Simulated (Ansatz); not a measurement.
The same group exchange along the group B, Al, In.

Isolated molecules relaxed with PBE0-D4/def2-TZVP in Ansatz; ΔE leaves out vibrations. CCSD(T)/CBS is the MP2 limit (def2-TZVPP, def2-QZVPP) plus CCSD(T) − MP2 in def2-TZVPP, frozen cores. This one scheme is used for every species. DFT in def2-TZVPP. Elements past krypton have def2 core potentials. For Ge, In outer-core shells are correlated without core-valence functions, which leaves a few kJ/mol of doubt a bond. Scalar relativity is left out up to krypton. One conformer a species, not always the lowest.

```json
{"reaction": "`COBCl` + `[NH2][GeH]([OH])[F]` → `[CH3][Ge]([NH2])([OH])[F]` + `OBCl`", "CCSD(T)/CBS(def2) (eV)": "-1.05"}
{"reaction": "`C[O][AlH][Cl]` + `[NH2][GeH]([OH])[F]` → `[CH3][Ge]([NH2])([OH])[F]` + `[OH][AlH][Cl]`", "CCSD(T)/CBS(def2) (eV)": "?"}
{"reaction": "`C[O][InH][Cl]` + `[NH2][GeH]([OH])[F]` → `[CH3][Ge]([NH2])([OH])[F]` + `[OH][InH][Cl]`", "CCSD(T)/CBS(def2) (eV)": "-1.11"}
```

(1) Fill in the missing values. (Estimate.)

Largest T1 diagnostic: 0.016, for `C[O][InH][Cl]`.

Results:

(1) The calculation gave: `C[O][AlH][Cl]` + `[NH2][GeH]([OH])[F]` → `[CH3][Ge]([NH2])([OH])[F]` + `[OH][AlH][Cl]`: -1.10 eV.
